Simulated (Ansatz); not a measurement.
Geometry optimisation, RKS PBE-D4/def2-mTZVP in Ansatz 0.2.0.

Input file:

```yaml
crystal:
  periodic: [false, false, false]
  atoms:
    - { symbol: "N", position_ang: [-0.4573, 2.0523, -0.1272] }
    - { symbol: C, position_ang: [-0.6421, 0.6623, 0.1729] }
    - { symbol: Si, position_ang: [0.8338, -0.1836, 1.0506] }
    - { symbol: C, position_ang: [0.5312, -1.7513, 0.0832] }
    - { symbol: Si, position_ang: [-0.2127, -0.5974, -1.2671] }
    - { symbol: H, position_ang: [-0.19336, 2.2524, -1.16094] }
    - { symbol: H, position_ang: [0.32455, 2.53411, 0.37096] }
    - { symbol: H, position_ang: [-1.5435, 0.4182, 0.6542] }
    - { symbol: H, position_ang: [0.6667, -0.3048, 2.5708] }
    - { symbol: H, position_ang: [2.1879, 0.403, 0.7317] }
    - { symbol: H, position_ang: [1.3068, -2.3645, -0.1882] }
    - { symbol: H, position_ang: [-0.2907, -2.3752, 0.5708] }
    - { symbol: H, position_ang: [0.784, -0.0786, -2.2025] }
    - { symbol: H, position_ang: [-1.4506, -1.0923, -1.9217] }
basis:
  gaussian: { orbitals: def2-mTZVP }
hamiltonian:
  xc: pbe
  dispersion: d4
relax:
  f_tol: 0.015
  max_steps: 40
```

Run as:

```bash
$ ansatz run input.yaml --threads 2 --pin off --max-ram 3072MiB --backend cpu --events-out ev --progress --plain --runs-dir out
```

**Question.** Where does it end, and by what steps?

**Answer.** It converged. After 8 steps the energy has fallen by 0.701 eV; H7 moved furthest, 0.86 Å.

```
step  energy less start (eV)  largest force component (eV/Å)  accepted
   0                  0.0000                           3.328       yes
   1                 -0.4926                           1.419       yes
   2                 -0.5799                           0.457       yes
   3                 -0.6209                           0.162       yes
   4                 -0.6563                           0.266       yes
   5                 -0.6870                           0.202       yes
   6                 -0.6993                           0.089       yes
   7                 -0.7010                           0.035       yes
   8                 -0.7012                           0.012       yes
```

```xyz
14
Properties=species:S:1:pos:R:3
N -0.455 2.131 -0.348
C -0.481 0.734 0.085
Si 0.892 -0.219 1.074
C 0.491 -1.795 0.074
Si -0.323 -0.663 -1.229
H 0.435 2.334 -0.813
H -0.505 2.759 0.461
H -1.442 0.543 0.601
H 0.796 -0.305 2.574
H 2.248 0.321 0.718
H 1.330 -2.421 -0.252
H -0.241 -2.435 0.588
H 0.670 -0.261 -2.281
H -1.571 -1.148 -1.912
```

Time of the run: 29 s on 2 threads of Intel(R) Xeon(R) Platinum 8259CL CPU @ 2.50GHz (Skylake/Cascade Lake), on a shared host, peak memory 0.2 GiB.
